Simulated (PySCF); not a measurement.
Cl6W, triplet, geometry from GFN2-xTB (such geometries of metal compounds can be far from the true shape) (the multiplicity is a formal guess) (core potentials on W); DF-M062X/def2-SVP in PySCF.

Here is a job for PySCF.
```python
from pyscf import gto, scf, dft

mol = gto.Mole()
mol.atom = '''
    W     0.00000000    0.00000000    0.00000000
    Cl    2.10254956    0.93336534   -0.68471804
    Cl    0.64289611    0.11169313    2.12638097
    Cl   -0.64289611   -0.11169313   -2.12638097
    Cl   -2.10254956   -0.93336534    0.68471804
    Cl   -0.85580350    2.23794308    0.14119289
    Cl    0.85580350   -2.23794308   -0.14119289
'''
mol.basis = 'def2-svp'
mol.ecp = {'W': 'def2-svp'}
mol.spin = 2
mol.verbose = 5
mol.build()

mf = dft.UKS(mol)
mf.xc = 'm062x'
mf.grids.prune = dft.gen_grid.sg1_prune
mf = mf.density_fit(auxbasis='def2-universal-jkfit')
mf.kernel()
```

**Question.** What does PySCF print? Leave out banner, timings and long lists.

**Answer.** 
```
PySCF version 2.14.0

[INPUT] verbose = 5
[INPUT] max_memory = 4000
[INPUT] num. atoms = 7
[INPUT] num. electrons = 116
[INPUT] charge = 0
[INPUT] spin (= nelec alpha-beta = 2S) = 2
[INPUT] symmetry False subgroup None
[INPUT] Mole.unit = angstrom
[INPUT] Symbol           X                Y                Z      unit          X                Y                Z       unit  Magmom
[INPUT]  1 W      0.000000000000   0.000000000000   0.000000000000 AA    0.000000000000   0.000000000000   0.000000000000 Bohr   0.0
[INPUT]  2 Cl     2.102549560000   0.933365340000  -0.684718040000 AA    3.973242831725   1.763804866762  -1.293929568149 Bohr   0.0
[INPUT]  3 Cl     0.642896110000   0.111693130000   2.126380970000 AA    1.214897574448   0.211069425695   4.018277669787 Bohr   0.0
[INPUT]  4 Cl    -0.642896110000  -0.111693130000  -2.126380970000 AA   -1.214897574448  -0.211069425695  -4.018277669787 Bohr   0.0
[INPUT]  5 Cl    -2.102549560000  -0.933365340000   0.684718040000 AA   -3.973242831725  -1.763804866762   1.293929568149 Bohr   0.0
[INPUT]  6 Cl    -0.855803500000   2.237943080000   0.141192890000 AA   -1.617234231444   4.229099503566   0.266815892836 Bohr   0.0
[INPUT]  7 Cl     0.855803500000  -2.237943080000  -0.141192890000 AA    1.617234231444  -4.229099503566  -0.266815892836 Bohr   0.0
[INPUT] ---------------- BASIS SET ----------------
[INPUT] l, kappa, [nprim/nctr], expnt,             c_1 c_2 ...
[INPUT] W
[INPUT] 0    0    [2    /1   ]  15                -0.53315505392
                                12                1.0014141748
[INPUT] 0    0    [1    /1   ]  5.2610967725         1
[INPUT] 0    0    [1    /1   ]  0.92785370307        1
[INPUT] 0    0    [1    /1   ]  0.40334458241        1
[INPUT] 0    0    [1    /1   ]  0.11585976646        1
[INPUT] 0    0    [1    /1   ]  0.041800474073       1
[INPUT] 1    0    [4    /1   ]  7.249657          0.4585726553
                                6.084876          -0.66720686321
                                1.2523777812      0.52090351989
                                0.58569208922     0.51885687511
[INPUT] 1    0    [1    /1   ]  0.24106964301        1
[INPUT] 1    0    [1    /1   ]  0.0403               1
[INPUT] 2    0    [4    /1   ]  4.0131231332      -0.063416491808
                                1.623745245       0.18452733732
                                0.69187452392     0.44121676843
                                0.27865835325     0.431584092415
[INPUT] 2    0    [1    /1   ]  0.10225296446        1
[INPUT] 3    0    [1    /1   ]  0.43199              1
[INPUT] Cl
[INPUT] 0    0    [5    /1   ]  10449.827566      0.0019708362484
                                1571.7365221      0.014754727977
                                357.12065523      0.066679112875
                                100.25185935      0.17228924084
                                30.812727554      0.158837861
[INPUT] 0    0    [3    /1   ]  51.923789434      -0.10009298909
                                5.7045760975      0.60841752753
                                2.3508376809      0.54352153355
[INPUT] 0    0    [1    /1   ]  0.44605124672        1
[INPUT] 0    0    [1    /1   ]  0.1684885619         1
[INPUT] 1    0    [5    /1   ]  307.66790569      -0.0087801484118
                                72.102015515      -0.063563355471
                                22.532680262      -0.24016428276
                                7.8991765444      -0.47798866557
                                2.8767268321      -0.38515850005
[INPUT] 1    0    [1    /1   ]  0.77459363955        1
[INPUT] 1    0    [1    /1   ]  0.21037699698        1
[INPUT] 2    0    [1    /1   ]  0.65                 1

nuclear repulsion = 975.415083150402
number of shells = 60
number of NR pGTOs = 273
number of NR cGTOs = 140
basis = def2-svp
ecp = {'W': 'def2-svp'}

******** <class 'pyscf.df.df_jk.DFUKS'> ********
method = DFUKS
initial guess = minao
damping factor = 0
level_shift factor = 0
DIIS = <class 'pyscf.scf.diis.CDIIS'>
diis_start_cycle = 1
diis_space = 8
diis_damp = 0
SCF conv_tol = 1e-09
SCF conv_tol_grad = None
SCF max_cycles = 50
direct_scf = False
number electrons alpha = 59  beta = 57
XC library pyscf.dft.libxc version 7.1.2
    S. Lehtola, C. Steigemann, M. J. T. Oliveira, and M. A. L. Marques,  SoftwareX 7, 1–5 (2018)
XC functionals = m062x
    Y. Zhao and D. G. Truhlar,  Theor. Chem. Acc. 120, 215 (2008)
    Y. Zhao and D. G. Truhlar,  Theor. Chem. Acc. 120, 215 (2008)
radial grids:
    Treutler-Ahlrichs [JCP 102, 346 (1995); DOI:10.1063/1.469408] (M4) radial grids

becke partition: Becke, JCP 88, 2547 (1988); DOI:10.1063/1.454033
pruning grids: <function sg1_prune>
grids dens level: 3
symmetrized grids: False
atomic radii adjust function: <function treutler_atomic_radii_adjust>
small_rho_cutoff = 0
Set gradient conv threshold to 3.16228e-05
Density of valence part of ANO basis will be used as initial guess for W
Traceback (most recent call last):
  File "input.py", line 23, in <module>
  File "<string>", line 2, in kernel
  File "site-packages/pyscf/scf/hf.py", line 2099, in scf
  File "site-packages/pyscf/scf/hf.py", line 132, in kernel
  File "site-packages/pyscf/dft/uks.py", line 42, in get_veff
  File "site-packages/pyscf/dft/uks.py", line 192, in initialize_grids
  File "site-packages/pyscf/dft/rks.py", line 506, in initialize_grids
  File "site-packages/pyscf/dft/gen_grid.py", line 653, in build
  File "<string>", line 6, in gen_atomic_grids
  File "site-packages/pyscf/dft/gen_grid.py", line 318, in gen_atomic_grids
  File "site-packages/pyscf/dft/gen_grid.py", line 81, in sg1_prune
IndexError: index 74 is out of bounds for axis 0 with size 19
```

The input was rejected before any calculation.
